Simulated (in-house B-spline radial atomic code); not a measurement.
Whole-atom quantities along the 37-electron series, configuration [Kr] 4d1. Breit and QED terms are first order and not part of the total energy; the density at the nucleus is averaged over the nuclear charge. Computed with an all-electron radial atomic-structure program (B-spline basis): Dirac-Hartree-Fock, average of the configuration, finite nuclei.

```csv
ion,Z,E/Z² (Eh),Σ<r²> (bohr²),n(0)/Z³ (bohr⁻³),Lamb diamagnetic shielding (ppm),repulsion over attraction,Breit energy (eV),self-energy (eV),vacuum polarisation (eV),Dirac less non-relativistic energy (Eh)
Zr3+,40,-2.2473,24.266,1.1361,3835.51,0.15395,55.486,41.524,-4.5273,-58.112
Nb4+,41,-2.2697,20.958,1.1631,3963.02,0.15162,60.394,45.266,-5.0171,-64.688
Mo5+,42,-2.2915,18.438,1.1903,4090.88,0.14925,65.599,49.246,-5.5475,-71.828
Tc6+,43,-2.3127,16.427,1.2211,4219.2,0.14688,71.109,53.474,-6.1216,-79.566
Ru7+,44,-2.3335,14.775,1.251,4348.02,0.14452,76.934,57.962,-6.7415,-87.934
Rh8+,45,-2.3537,13.389,1.2841,4477.4,0.14218,83.083,62.719,-7.4105,-96.972
Pd9+,46,-2.3734,12.208,1.3177,4607.37,0.13987,89.567,67.756,-8.1314,-106.71
Ag10+,47,-2.3926,11.191,1.3536,4737.98,0.13759,96.396,73.084,-8.9074,-117.2
Cd11+,48,-2.4114,10.305,1.3891,4869.26,0.13535,103.58,78.715,-9.7415,-128.47
In12+,49,-2.4298,9.5269,1.4285,5001.25,0.13315,111.13,84.662,-10.638,-140.57
Sn13+,50,-2.4478,8.8386,1.4682,5133.98,0.13099,119.05,90.936,-11.6,-153.54
Sb14+,51,-2.4654,8.2259,1.5101,5267.49,0.12888,127.36,97.55,-12.631,-167.43
Te15+,52,-2.4826,7.6775,1.552,5401.8,0.12681,136.06,104.52,-13.735,-182.27
I16+,53,-2.4995,7.1841,1.5987,5536.96,0.12478,145.18,111.85,-14.918,-198.13
Xe17+,54,-2.516,6.7382,1.6458,5672.99,0.1228,154.7,119.57,-16.184,-215.04
Cs18+,55,-2.5323,6.3336,1.6962,5809.94,0.12086,164.66,127.68,-17.536,-233.07
Ba19+,56,-2.5483,5.9652,1.7478,5947.82,0.11897,175.06,136.21,-18.981,-252.26
La20+,57,-2.564,5.6286,1.8029,6086.7,0.11711,185.91,145.16,-20.524,-272.67
Ce21+,58,-2.5794,5.32,1.8602,6226.6,0.1153,197.22,154.56,-22.17,-294.36
Pr22+,59,-2.5946,5.0364,1.9207,6367.55,0.11353,209.01,164.42,-23.926,-317.38
```

Problem. With what power of Z does the column «Breit energy (eV)» change over this range?

Solution. A fit of the logarithm of its size against log Z from Z = 40 to 59 has slope 3.41.
